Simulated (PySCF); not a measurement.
**Electron correlation in Cd⁴⁰⁺ (cadmium, charge +40)**

Starting occupation: [He] 2s2 2p4, 2p1/2 with m_j = -1/2, +1/2, 2p3/2 with m_j = +1/2, +3/2. All numbers are calculated (PySCF 2.14, X2C-1e with screened-nucleus spin-orbit coupling, Gaussian nucleus, in an uncontracted even-tempered set (17 s from 19 bohr⁻², ratio 2.4; 12 p from 25 bohr⁻², ratio 2.4; 5 d from 89 bohr⁻², ratio 2.6; 4 f from 130 bohr⁻², ratio 2.6)). Frozen: nothing; 8 electrons correlated; the 32 highest virtual spinors left out.

MP2 pair energies summed by pair of shells (mhartree):

| pair | energy | share (%) |
| --- | --- | --- |
| 2p1/2-2p3/2 | -52.91 | 18.4 |
| 2p3/2-2s1/2 | -52.58 | 18.3 |
| 1s1/2-1s1/2 | -44.78 | 15.6 |
| 2p1/2-2s1/2 | -40.20 | 14.0 |
| 2p1/2-2p1/2 | -23.50 | 8.2 |
| 1s1/2-2p1/2 | -17.70 | 6.2 |
| 1s1/2-2p3/2 | -16.55 | 5.8 |
| 2s1/2-2s1/2 | -13.25 | 4.6 |
| 2p3/2-2p3/2 | -13.24 | 4.6 |
| 1s1/2-2s1/2 | -12.45 | 4.3 |

Total MP2 correlation energy: -287.16 mhartree.

At this charge the one-electron X2C treatment keeps the bare 1/r₁₂, with no two-electron picture change or Breit term. That inflates the 1s pair energies well beyond their four-component values.
